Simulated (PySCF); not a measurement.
UHF on Sm²⁺ (samarium, charge +2)

Configuration: [Xe] 4f6, high-spin 7F determinant. All numbers are calculated (PySCF 2.14, scalar relativity by spin-free X2C-1e, in ANO-RCC-VQZP).

* Total energy: -10421.777285 hartree
* One-electron energy: -14221.1213 hartree
* Hartree (Coulomb) energy: 4034.4100 hartree
* Exchange energy: -235.0659 hartree
* ⟨S²⟩: 12.0076
* ⟨L²⟩: 12.019
* Sum of ⟨r⟩: 35.11 bohr
* Sum of ⟨r²⟩: 40.19 bohr²
* Traceless quadrupole moment −½Σ⟨3z² − r²⟩ along its main axis: -0.282 e·bohr²
* Langevin diamagnetic susceptibility: -31.8 ×10⁻⁶ cm³/mol

| shell | electrons | mean orbital energy (hartree) | spread (hartree) | rms radius, mean of both spins (bohr) |
| --- | --- | --- | --- | --- |
| 1s α | 1 | -1729.73080 | 0 | 0.0259 |
| 1s β | 1 | -1729.72983 | 0 | 0.0259 |
| 2s α | 1 | -287.33181 | 0 | 0.105 |
| 2s β | 1 | -287.32720 | 0 | 0.105 |
| 2p α | 3 | -256.49992 | 0.00904 | 0.0941 |
| 2p β | 3 | -256.49602 | 0.00966 | 0.0941 |
| 3s α | 1 | -65.15675 | 0 | 0.271 |
| 3s β | 1 | -65.03792 | 0 | 0.271 |
| 3p α | 3 | -55.27983 | 0.03078 | 0.272 |
| 3p β | 3 | -55.14591 | 0.05705 | 0.272 |
| 3d α | 5 | -41.70725 | 0.01016 | 0.250 |
| 3d β | 5 | -41.56165 | 0.04445 | 0.250 |
| 4s α | 1 | -14.26835 | 0 | 0.616 |
| 4s β | 1 | -13.93043 | 0 | 0.616 |
| 4p α | 3 | -10.93581 | 0.02140 | 0.654 |
| 4p β | 3 | -10.55793 | 0.10028 | 0.654 |
| 4d α | 5 | -6.13709 | 0.06269 | 0.726 |
| 4d β | 5 | -5.63921 | 0.08391 | 0.726 |
| 5s α | 1 | -2.50176 | 0 | 1.53 |
| 5s β | 1 | -2.35960 | 0 | 1.53 |
| 5p α | 3 | -1.59194 | 0.01769 | 1.78 |
| 5p β | 3 | -1.48232 | 0.04422 | 1.78 |
| 4f α | 6 | -0.97730 | 0.08588 | 1.05 |

Spin-orbit coupling, absent here, splits the open shell strongly.

Densities and radii are taken from the X2C orbitals without a picture-change correction, which distorts them close to the nucleus.

Spin-orbit constants ζ (cm⁻¹) from the X2C one-electron operator on these orbitals: bare nucleus, nucleus screened by l(l+1)(2l+1)/3 electrons, and screened by the Breit-Pauli mean field of the electrons.

```json
{"shell": "2p", "bare": "3151000", "screened nucleus": "3049000", "mean field": "n/a"}
{"shell": "3p", "bare": "644900", "screened nucleus": "624100", "mean field": "n/a"}
{"shell": "3d", "bare": "100100", "screened nucleus": "83990", "mean field": "n/a"}
{"shell": "4p", "bare": "137800", "screened nucleus": "133300", "mean field": "n/a"}
{"shell": "4d", "bare": "17860", "screened nucleus": "14980", "mean field": "n/a"}
{"shell": "4f", "bare": "2357", "screened nucleus": "1292", "mean field": "n/a"}
{"shell": "5p", "bare": "17950", "screened nucleus": "17370", "mean field": "n/a"}
```

To first order the Landé constant is A = 215.4 cm⁻¹, so the lowest level has J = 0 and lies 0.320 eV below the centre of the term. This holds in LS coupling only.
